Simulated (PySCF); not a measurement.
PBE0 on I (iodine, neutral), [Kr] 4d10 5s1 5p5 5d1, one real determinant (an excited configuration). Calculation: PySCF 2.14, in aug-cc-pwCVDZ-PP with ECP28MDF (6s5p4d1f, 48 functions); a scalar-relativistic core potential.

```
cycle= 1 E= -294.949448978879  delta_E= -0.01  |g|= 0.0253  |ddm|= 1.06
cycle= 2 E= -294.954770391365  delta_E= -0.00532  |g|= 0.0313  |ddm|= 1.39
cycle= 3 E= -294.94478514962  delta_E= 0.00999  |g|= 0.00405  |ddm|= 0.919
cycle= 4 E= -294.944773033014  delta_E= 1.21e-05  |g|= 0.00147  |ddm|= 0.0595
cycle= 5 E= -294.944773481052  delta_E= -4.48e-07  |g|= 0.000847  |ddm|= 0.00765
cycle= 6 E= -294.944773557798  delta_E= -7.67e-08  |g|= 9.6e-05  |ddm|= 0.00488
cycle= 7 E= -294.9447735539  delta_E= 3.9e-09  |g|= 3.02e-05  |ddm|= 0.00102
cycle= 8 E= -294.944773552014  delta_E= 1.89e-09  |g|= 5.02e-06  |ddm|= 0.000521
cycle= 9 E= -294.944773552009  delta_E= 4.43e-12  |g|= 5.13e-07  |ddm|= 4.93e-05
converged SCF energy = -294.944773552009  <S^2> = 3.7523807  2S+1 = 4.0011902
```

Highest occupied orbital energy: 0.530 eV; ⟨L²⟩ = 7.96; populations by l: s 3.01, p 11.00, d 10.99, f 0.00.

Task: Can this result be used?

Result: Not for this state. The calculation finished and met its thresholds. ⟨L²⟩ = 7.96 against 12 for a pure F term, so this real determinant mixes terms. Energies and moments cover only the electrons outside the core potential. The outer electron is Rydberg-like, and this basis confines it to a smaller radius and binds it less than a complete one would. At PBE0 the highest occupied level has a positive energy, so only the finite basis holds that electron; for this excited configuration the basis is too tight for the outer shell.
